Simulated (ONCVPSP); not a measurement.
## An all-electron radial function and its pseudo partner (aluminium)

Columns: radius, all-electron u(r) and pseudo u(r) of the 2p shell (level -77.89 eV) of aluminium in the configuration [He] 2s2 2p6 3s2; PBEsol, scalar-relativistic, ONCV scheme, ONCVPSP 4.0.1.

```json
{"r (bohr)": "0.060", "all-electron": "0.1701", "pseudo": "0.1021"}
{"r (bohr)": "0.120", "all-electron": "0.4748", "pseudo": "0.3664"}
{"r (bohr)": "0.180", "all-electron": "0.7613", "pseudo": "0.6918"}
{"r (bohr)": "0.240", "all-electron": "0.9811", "pseudo": "0.9757"}
{"r (bohr)": "0.300", "all-electron": "1.1265", "pseudo": "1.1593"}
{"r (bohr)": "0.360", "all-electron": "1.2063", "pseudo": "1.2417"}
{"r (bohr)": "0.420", "all-electron": "1.2333", "pseudo": "1.2528"}
{"r (bohr)": "0.480", "all-electron": "1.2212", "pseudo": "1.2265"}
{"r (bohr)": "0.540", "all-electron": "1.1817", "pseudo": "1.1819"}
{"r (bohr)": "0.600", "all-electron": "1.1240", "pseudo": "1.1239"}
{"r (bohr)": "0.660", "all-electron": "1.0551", "pseudo": "1.0550"}
{"r (bohr)": "0.720", "all-electron": "0.9803", "pseudo": "0.9802"}
{"r (bohr)": "0.780", "all-electron": "0.9033", "pseudo": "0.9032"}
{"r (bohr)": "0.840", "all-electron": "0.8268", "pseudo": "0.8266"}
{"r (bohr)": "0.900", "all-electron": "0.7525", "pseudo": "0.7524"}
{"r (bohr)": "0.960", "all-electron": "0.6817", "pseudo": "0.6816"}
{"r (bohr)": "1.020", "all-electron": "0.6151", "pseudo": "0.6150"}
{"r (bohr)": "1.080", "all-electron": "0.5532", "pseudo": "0.5531"}
{"r (bohr)": "1.140", "all-electron": "0.4961", "pseudo": "0.4960"}
{"r (bohr)": "1.200", "all-electron": "0.4438", "pseudo": "0.4437"}
{"r (bohr)": "1.260", "all-electron": "0.3962", "pseudo": "0.3961"}
{"r (bohr)": "1.320", "all-electron": "0.3530", "pseudo": "0.3530"}
{"r (bohr)": "1.380", "all-electron": "0.3141", "pseudo": "0.3140"}
{"r (bohr)": "1.440", "all-electron": "0.2791", "pseudo": "0.2790"}
{"r (bohr)": "1.500", "all-electron": "0.2477", "pseudo": "0.2477"}
{"r (bohr)": "1.560", "all-electron": "0.2197", "pseudo": "0.2196"}
```

Problem. How many radial nodes do the two functions have?

Solution. The all-electron 2p function has n − l − 1 = 0; the pseudo-wave has 0.

Problem. At about which radius was the pseudo-wave matched?

Solution. 0.60 bohr, where the columns begin to agree (steps of 0.06 bohr).

Problem. Is the pseudo-wave norm-conserving?

Solution. Yes: the ONCV scheme keeps the norm inside the radius equal to the all-electron one, which fixes the energy derivative of the logarithmic derivative at the level.
